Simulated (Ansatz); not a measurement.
A nudged elastic band was laid between two geometries of C$_{2}$H$_{5}$BSi (9 atoms, charge 0, multiplicity 1).

Theory: RKS PBE0-D4/6-31G* (Ansatz 0.2.0).

| Item | Value |
| --- | --- |
| movable images | 7 |
| climbing image | yes |
| spring | 5.0 eV/Å² |
| optimiser | quadratic models (default) |
| start path | through a guess of the saddle point |
| force threshold | 0.05 eV/Å |
| iteration limit | 60 |
| end points | relaxed |

Image 0:

```xyz
9
Properties=species:S:1:pos:R:3
C 0.076 1.005 -0.910
C -0.010 -0.105 0.076
Si 0.312 -1.746 0.585
B -0.562 -0.320 1.451
H 0.022 0.646 -1.944
H -0.707 1.756 -0.756
H 1.042 1.516 -0.802
H 0.979 -2.914 -0.066
H -1.150 0.162 2.367
```

Image 8:

```xyz
9
Properties=species:S:1:pos:R:3
C 0.102 1.011 -0.900
C -0.009 -0.106 0.075
Si 0.460 -1.676 0.683
B -0.796 -0.420 1.309
H -0.805 1.625 -0.932
H 0.930 1.670 -0.608
H 0.323 0.657 -1.912
H 1.430 -2.715 0.218
H -1.634 -0.046 2.067
```

**Question.** Which bonds break or form, and what moves?

**Answer.** No bond is made or broken. The dihedral H5–C1–C2–B4 goes from -147 to -24°. The two ends are copies of one structure, up to a mirror image or an exchange of like atoms.

**Question.** What energy profile does the band end with?

**Answer.** It converged. The highest image is number 6 of 0 to 8, 0.001 eV above the ends, which have the same energy within 2 meV. The top lies less than 8 meV above the higher end, about what the thresholds resolve: that end is a shoulder or a very shallow well. A vibrational analysis at the climbing image gives no mode beyond 40i cm⁻¹: the surface is too flat there to confirm a saddle point.

```json
{"image": "0", "path coordinate (Å)": "0.00", "energy (eV)": "0.000", "dihedral H5–C1–C2–B4 (°)": "-147"}
{"image": "1", "path coordinate (Å)": "0.41", "energy (eV)": "0.000", "dihedral H5–C1–C2–B4 (°)": "-131"}
{"image": "2", "path coordinate (Å)": "0.82", "energy (eV)": "0.000", "dihedral H5–C1–C2–B4 (°)": "-116"}
{"image": "3", "path coordinate (Å)": "1.23", "energy (eV)": "0.000", "dihedral H5–C1–C2–B4 (°)": "-100"}
{"image": "4", "path coordinate (Å)": "1.64", "energy (eV)": "0.000", "dihedral H5–C1–C2–B4 (°)": "-84"}
{"image": "5", "path coordinate (Å)": "2.05", "energy (eV)": "0.001", "dihedral H5–C1–C2–B4 (°)": "-68"}
{"image": "6", "path coordinate (Å)": "2.47", "energy (eV)": "0.001", "dihedral H5–C1–C2–B4 (°)": "-53"}
{"image": "7", "path coordinate (Å)": "2.88", "energy (eV)": "0.000", "dihedral H5–C1–C2–B4 (°)": "-38"}
{"image": "8", "path coordinate (Å)": "3.29", "energy (eV)": "0.000", "dihedral H5–C1–C2–B4 (°)": "-24"}
```

**Question.** What is the geometry of the highest image?

**Answer.** 
```xyz
9
Properties=species:S:1:pos:R:3
C 0.109 1.003 -0.908
C 0.005 -0.111 0.073
Si 0.446 -1.689 0.678
B -0.764 -0.398 1.325
H -0.882 1.274 -1.293
H 0.509 1.900 -0.419
H 0.756 0.765 -1.758
H 1.394 -2.740 0.197
H -1.572 -0.004 2.106
```

The band took 6 iterations and of the order of 2.2 core-minutes.

The run took 2.2 min on 1 thread of Arm Neoverse V2, with other jobs on the host, peak memory 0.24 GiB.
